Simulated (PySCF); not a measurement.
## F²⁺: ionisation energy

F²⁺ [He] 2s2 2p3 (4S) → F³⁺ [He] 2s2 2p2 (3P), as a difference of total energies. All numbers are calculated (PySCF 2.14, scalar relativity by spin-free X2C-1e, in dyall-acv3z (15s9p4d2f, 76 functions)). Correlated levels: valence: 1s2 frozen; virtual orbitals above 40 to 60 times the deepest correlated orbital energy dropped. The calculations carry no spin-orbit coupling.

```tsv
method	ionisation energy (eV)	plus first-order spin-orbit estimate	difference from reference of that sum (eV)
UHF	62.249	62.195	-0.513
MP2 (valence)	62.843	62.789	+0.081
SCS-MP2 (valence)	62.577	62.522	-0.186
CCSD (valence)	62.621	62.566	-0.142
CCSD(T) (valence)	62.623	62.569	-0.139
```

Reference: 62.708 eV (semi-empirical (NIST evaluation); NIST Atomic Spectra Database, ionization energies).

A first-order spin-orbit estimate (lowest level to lowest level, LS coupling) adds -0.054 eV.

Errors of the correlated levels include the incompleteness of this basis and the frozen core.
